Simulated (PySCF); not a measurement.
Static response to an electric field

Compound: C4H7F3Si.
Atom-mapped SMILES: `[F:1][CH:2]([F:3])[C@@H:4]1[CH2:5][C@H:6]([F:7])[SiH2:8]1` (hydrogens: H9 on C2; H10 on C4; H11, H12 on C5; H13 on C6; H14, H15 on Si8)

Structure used (GFN2-xTB), in Å, numbered top down from 1:
```xyz
15
C4H7F3Si angstrom
F      2.1656   -1.4718   -0.9045
C      1.6501   -0.3148   -0.4105
F      2.6470    0.2421    0.3317
C      0.4268   -0.5687    0.4359
C     -0.8279   -0.8177   -0.4272
C     -1.4933    0.5627   -0.3227
F     -1.2088    1.3232   -1.4503
Si    -0.3289    1.0553    1.1472
H      1.4629    0.3530   -1.2641
H      0.6613   -1.3854    1.1193
H     -0.6044   -1.0998   -1.4558
H     -1.4635   -1.5838    0.0112
H     -2.5824    0.5507   -0.2480
H     -0.9310    0.8771    2.4637
H      0.4220    2.2856    0.9521
```

Level: CAM-B3LYP/def2-SVPD (PySCF), static field, nuclei fixed, core orbitals frozen in the response. The polarisability tensor in these axes (au):

```
x   73.47 -1.48  0.21
y   -1.48 72.56  6.14
z    0.21  6.14 72.42
```

Problem. What are the eigenvalues, a third of the trace, and Δα (Δα² = ½Σ(αi − αj)² over the three pairs)?

Solution. Principal values 66.16, 73.50 and 78.78 au; mean 72.82 au = 10.79 Å³ = 12.01 × 10⁻⁴⁰ C²·m²/J; Δα = 10.98 au (15 % of the mean).

Problem. What is the dipole moment, and where does it point?

Solution. (-2.51, -0.11, 1.68) D, 3.02 D in size, pointing from the negative to the positive side. Measured along this direction, the outermost atoms are F1 at the negative end and H14 at the positive end.

Problem. Directions of the eigenvectors, and the extent of the frame along each?

Solution. Largest value along (-0.17, 0.71, 0.68), where the nuclei span 4.50 Å; middle along (0.97, 0.01, 0.24), 5.22 Å; least along (0.16, 0.70, -0.69), 3.38 Å. The strongest response doesn't lie along the longest of the three spans.

Problem. Molar refractivity from α?

Solution. Lorentz–Lorenz: R = (4π/3)N_A α = 2.5225 cm³/(mol·Å³) × 10.79 Å³ = 27.2 cm³/mol, in the limit of long wavelengths.

Problem. What are the principal values of the traceless quadrupole moment, Θ = ½Σq(3rr − r²1), about the centre of nuclear charge?

Solution. -8.94, 3.47, 5.47 D·Å. The values depend on the origin, since the dipole doesn't vanish. The electronic extent ⟨r²⟩ about the same centre is 1169 bohr², a root-mean-square distance of 2.13 Å for the 72 electrons.

Problem. Orientational against electronic polarisability at 500 K (dilute gas, rigid molecules)?

Solution. In Gaussian units μ²/3kT = 44.02 Å³ against 10.79 Å³, a ratio of 4.08; the Debye molar polarisation (4π/3)N_A(α + μ²/3kT) is 138.3 cm³/mol, leaving out the vibrational part.

Problem. Find the Langevin capture rate constant for NH4+ (18.034 u) meeting this molecule (140.027 u), k = 2.342 × 10⁻⁹ cm³/s × √(α in Å³ / reduced mass in u).

Solution. The reduced mass is 15.98 u, so k = 1.92 × 10⁻⁹ cm³/s. The formula leaves out the permanent dipole, which adds to the capture rate.

The structure is a single GFN2-xTB conformer in the gas phase; no vibrational or solvent corrections.
